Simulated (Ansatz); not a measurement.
`N[SiH2]CBCl` + `N[SiH](O)O` → `N[SiH2]O[SiH](N)O` + `CBCl`  (ligand exchange at the Si–C bond)

Computed with Ansatz on PBE0-D4/def2-TZVP structures; ΔE is electronic, products minus reactants. CCSD(T)/CBS adds triple-zeta CCSD(T) − MP2 to the extrapolated MP2 energy (def2 sets, frozen cores). This one scheme is used for every species. Functionals use def2-TZVPP. B3LYP here is the variant with VWN-RPA as its local correlation; programs differ in this. One conformer a species, not always the lowest.

Problem. Is it downhill or uphill in electronic energy at CCSD(T)/CBS, and by how much? (Best estimate.)

Solution. The calculation gave: Downhill: ΔE = -114.3 kJ/mol.

Problem. What do these levels give: PBE0-D4, ωB97X-V, B2PLYP, PBE, PBE0, B3LYP, MP2/def2-TZVPP, SCS-MP2/def2-TZVPP, CCSD/def2-TZVPP, CCSD(T)/def2-TZVPP, SCS-MP2/def2-QZVPP, HF/CBS(def2)? (Estimate.)

Solution. Computed: PBE0-D4 -108.1, ωB97X-V -116.0, B2PLYP -116.9, PBE -101.0, PBE0 -105.9, B3LYP -115.3, MP2/def2-TZVPP -113.8, SCS-MP2/def2-TZVPP -117.4, CCSD/def2-TZVPP -117.0, CCSD(T)/def2-TZVPP -115.2, SCS-MP2/def2-QZVPP -117.2, HF/CBS(def2) -131.4 kJ/mol.

Largest T1 diagnostic among the species: 0.011.

In def2-TZVPP, CCSD(T) changes the Hartree–Fock value by +15.2 kJ/mol (the triples alone add +1.8 kJ/mol) and MP2 by +16.6 kJ/mol. From PBE to PBE0 (25 % exact exchange), in def2-TZVPP and without D4, ΔE moves by −4.9 kJ/mol.
